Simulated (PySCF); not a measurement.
Compound: tert-butyl isocyanate, C5H9NO.
Bonds: C1–C2, C2–C3, C2–C4, C2–N5, N5–C6 (double), C6–O7 (double). Hydrogens: H8, H9, H10 on C1; H11, H12, H13 on C3; H14, H15, H16 on C4.

All values: CAM-B3LYP/def2-SVPD (PySCF, non-relativistic), on one gas-phase PBE0-D3(BJ)/def2-SVP geometry that isn't relaxed in the solvent. The solvent is an IEF-PCM continuum (van der Waals radii × 1.2), and excitations are vertical TDDFT with non-equilibrium linear response and a frozen core. Only the electrostatic response of the medium enters.

Gas-phase singlets (H = HOMO, L = LUMO):

```tsv
state	E (eV)	λ (nm)	f	leading configuration
S1	6.452	192	0.001	H→L 46%
S2	7.131	174	0.025	H-1→L 54%
S3	7.589	163	0.004	H→L 37%
S4	7.910	157	0.002	H-1→L 30%
S5	7.991	155	0.001	H-1→L+6 77%
```

Task: Give the list for chloroform (ε = 4.711), n² = 2.09.

Result: 
```json
{"state": "S1", "E (eV)": "6.474", "λ (nm)": "192", "f": "0.001", "leading configuration": "H→L 52%", "change by rank (eV)": "+0.022"}
{"state": "S2", "E (eV)": "7.149", "λ (nm)": "173", "f": "0.037", "leading configuration": "H-1→L 58%", "change by rank (eV)": "+0.018"}
{"state": "S3", "E (eV)": "7.581", "λ (nm)": "164", "f": "0.003", "leading configuration": "H→L+2 45%", "change by rank (eV)": "-0.008"}
{"state": "S4", "E (eV)": "7.904", "λ (nm)": "157", "f": "0.004", "leading configuration": "H-1→L+2 35%", "change by rank (eV)": "-0.006"}
{"state": "S5", "E (eV)": "7.984", "λ (nm)": "155", "f": "0.001", "leading configuration": "H-1→L+5 84%", "change by rank (eV)": "-0.007"}
```

Task: How does the list change in acetonitrile (ε = 35.69)?

Result: 
```tsv
state	E (eV)	λ (nm)	f	leading configuration	change by rank (eV)
S1	6.484	191	0.001	H→L 52%	+0.032
S2	7.163	173	0.035	H-1→L 58%	+0.032
S3	7.572	164	0.003	H→L+2 46%	-0.017
S4	7.897	157	0.004	H-1→L+2 37%	-0.013
S5	7.983	155	0.001	H-1→L+5 83%	-0.008
```

Task: The ground-state energy changes by -0.172 eV from gas to acetonitrile. By how much does the total energy of gas-phase S2 change?

Result: E(S2) = E(S0) + excitation energy, so it changes by -0.172 + 0.032 = -0.140 eV: it is lowered less than the ground state, which is what a blue shift means. This is the vertical state, with the slow part of the continuum still set for S0.

Task: How do the frontier levels move from gas to acetonitrile?

Result: 
```tsv
orbital	gas (eV)	solvent (eV)	change (eV)
LUMO+2	2.07	2.05	-0.02
LUMO+1	1.71	1.91	+0.20
LUMO	0.86	0.99	+0.13
HOMO	-9.39	-9.41	-0.02
HOMO-1	-9.66	-9.68	-0.02
HOMO-2	-11.57	-11.24	+0.33
HOMO-3	-11.57	-11.25	+0.32
```

The HOMO–LUMO gap goes from 10.24 to 10.40 eV. Rows go by rank; for LUMO, LUMO+1 and LUMO+2 the atom shares or the degeneracy differ between the runs, so the row needn't follow one orbital.

The run took 35 s of wall time on one thread of an Arm Neoverse V1, no GPU, shared host with 32 logical CPUs at a one-minute load of 8.5, and the process peaked at 1.1 GiB of memory. This is the whole response run at CAM-B3LYP/def2-SVPD in acetonitrile, SCF included.

Shape of the structure used: `[CH3:1][C:2]([CH3:3])([CH3:4])[N:5]=[C:6]=[O:7]`: C1–C2–N5–C6 -59°.
